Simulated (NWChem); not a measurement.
Species: SiHClF2; SMILES F[SiH](F)Cl

All runs: NWChem. All runs use the structure optimised with PBE0/def2-SVP. Level: PBE0/def2-SVP with SMD (1 M gas to 1 M solution), gas-phase geometry. Reactions with the solvent are ignored.

**Question.** Predict the results for solvent n-hexane. Quantities: solvation free energy (kcal/mol); cavity-dispersion-structure term (kcal/mol); dipole in solution (D).

**Answer.** 
- solvation free energy (kcal/mol) = -1.8
- cavity-dispersion-structure term (kcal/mol) = -0.9
- dipole in solution (D) = 1.49
